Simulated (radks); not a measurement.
The numbers below are computed, except where a source is named.
As IV, configuration [Ar] 3d10 4s2. Code: a radial shooting solver on a logarithmic mesh with Libxc functionals. Model: scalar-relativistic Kohn-Sham, PBE, spin-unpolarised, spherical densities, finite nucleus; Fermi nuclear charge, rms radius 4.0968 fm.

Unscreened Slater integrals over Kohn-Sham orbitals (hartree).

integral      value
F0(4s,4s)   0.51636
F0(4s,3d)   0.65267
G2(4s,3d)  0.064133
F0(4s,3p)   0.65882
G1(4s,3p)  0.045492
F0(4s,3s)   0.66067
G0(4s,3s)  0.033368
F0(3d,3d)    1.3713
F2(3d,3d)   0.64638
F4(3d,3d)   0.40452
F0(3d,3p)    1.4109
F2(3d,3p)   0.67289
G1(3d,3p)   0.82136
G3(3d,3p)   0.50472
F0(3d,3s)    1.4299
G2(3d,3s)   0.62556
F0(3p,3p)    1.4649
F2(3p,3p)   0.73313
F0(3p,3s)    1.4843
G1(3p,3s)   0.98161
F0(3s,3s)    1.5058
